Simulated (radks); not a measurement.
Results of a calculation; reference values are marked as such.
Excited configurations of Be2+: one electron is placed in a higher orbital outside 1s1. The ground configuration is [He]. Code: a radial shooting solver on a logarithmic mesh with Libxc functionals. Model: scalar-relativistic Kohn-Sham, PBE, spin-polarised, spherical densities, finite nucleus; open shells are filled with parallel spins first; Fermi nuclear charge, rms radius 2.519 fm. Excitation = E - E(ground); binding = E(ion) - E, where the ion is the core of charge +3; n* = 3/sqrt(2 binding) in atomic units, and the quantum defect is n - n*.

outer orbital,excitation (eV),binding (eV),n*,quantum defect,eigenvalue (eV),<r> (bohr)
2s,117.76,35.713,1.852,0.148,-30.436,1.740
3d,139.64,13.827,2.976,0.024,-11.307,3.455
5p,148.04,5.425,4.751,0.249,-4.733,11.32
5d,148.21,5.254,4.828,0.172,-4.537,11.02
6f,149.82,3.650,5.792,0.208,-3.158,15.40
7s,150.62,2.850,6.555,0.445,-2.525,22.40

The Delta-SCF ionisation energy is 153.47 eV (NIST Atomic Spectra Database: 153.90 eV, theoretical). Self-interaction in the functional shifts the binding energies and quantum defects, so they are the method's values and not measured ones.
